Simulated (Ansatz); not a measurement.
tetraphenylgermane, `c1cc[c]([Ge]([c]2ccccc2)([c]2ccccc2)[c]2ccccc2)cc1`. The state is a singlet with charge 0. Geometry PBE-D4/def2-SVP; atoms count from 1.

```xyz
45

C    -1.4306    0.5657   -4.5363
C    -2.1251   -0.3068   -3.6832
C    -1.7154   -0.4581   -2.3484
C    -0.6059    0.2580   -1.8495
Ge   -0.0001   -0.0003   -0.0005
C     1.1426   -1.5927    0.1063
C     2.0636   -1.7460    1.1649
C     2.8529   -2.9033    1.2666
C     2.7322   -3.9220    0.3080
C     1.8229   -3.7793   -0.7525
C     1.0354   -2.6214   -0.8525
C    -1.5683   -0.2303    1.1575
C    -2.7456    0.5140    0.9281
C    -3.8543    0.3829    1.7801
C    -3.8000   -0.4972    2.8727
C    -2.6362   -1.2465    3.1091
C    -1.5293   -1.1144    2.2557
C     1.0309    1.5643    0.5844
C     2.3976    1.6885    0.2537
C     3.1272    2.8261    0.6357
C     2.4988    3.8539    1.3569
C     1.1407    3.7405    1.6952
C     0.4133    2.6022    1.3128
C     0.0799    1.1343   -2.7162
C    -0.3278    1.2867   -4.0509
H    -1.7522    0.6866   -5.5825
H    -2.9940   -0.8698   -4.0587
H    -2.2754   -1.1365   -1.6841
H     2.1750   -0.9474    1.9166
H     3.5686   -3.0093    2.0970
H     3.3523   -4.8286    0.3854
H     1.7293   -4.5742   -1.5089
H     0.3313   -2.5150   -1.6938
H    -2.8032    1.1995    0.0666
H    -4.7673    0.9682    1.5883
H    -4.6693   -0.6021    3.5404
H    -2.5921   -1.9416    3.9621
H    -0.6236   -1.7134    2.4448
H     2.9041    0.8821   -0.3016
H     4.1936    2.9089    0.3732
H     3.0704    4.7453    1.6588
H     0.6459    4.5424    2.2652
H    -0.6496    2.5182    1.5918
H     0.9408    1.7120   -2.3422
H     0.2162    1.9757   -4.7159
```

Single mean-field runs in def2-TZVP are fitted with def2-universal-jkfit.

Question: Estimate the Mulliken populations of the heavy atoms from the PBE0/def2-TZVP orbitals of Ansatz.

Answer: 
```
atom  charge (e)
  C1       -0.10
  C2       -0.12
  C3       -0.20
  C4        0.01
 Ge5        0.46
  C6        0.01
  C7       -0.20
  C8       -0.12
  C9       -0.10
 C10       -0.14
 C11       -0.19
 C12        0.01
 C13       -0.20
 C14       -0.12
 C15       -0.10
 C16       -0.14
 C17       -0.19
 C18        0.01
 C19       -0.20
 C20       -0.12
 C21       -0.10
 C22       -0.14
 C23       -0.19
 C24       -0.19
 C25       -0.14
```
Mulliken values depend strongly on the basis.

Question: And the Mayer bond orders between heavy atoms (over 0.3)?

Answer: C1–C2 1.41 (1.40 Å); C1–C25 1.41 (1.40 Å); C2–C3 1.42 (1.40 Å); C3–C4 1.35 (1.41 Å); C4–Ge5 0.92 (1.96 Å); C4–C24 1.41 (1.41 Å); Ge5–C6 0.92 (1.96 Å); Ge5–C12 0.92 (1.96 Å); Ge5–C18 0.92 (1.96 Å); C6–C7 1.35 (1.41 Å); C6–C11 1.41 (1.41 Å); C7–C8 1.42 (1.40 Å); C8–C9 1.41 (1.40 Å); C9–C10 1.41 (1.40 Å); C10–C11 1.44 (1.40 Å); C12–C13 1.35 (1.41 Å); C12–C17 1.41 (1.41 Å); C13–C14 1.42 (1.40 Å); C14–C15 1.41 (1.40 Å); C15–C16 1.41 (1.40 Å); C16–C17 1.44 (1.40 Å); C18–C19 1.35 (1.41 Å); C18–C23 1.41 (1.41 Å); C19–C20 1.42 (1.40 Å); C20–C21 1.41 (1.40 Å); C21–C22 1.41 (1.40 Å); C22–C23 1.44 (1.40 Å); C24–C25 1.44 (1.40 Å).
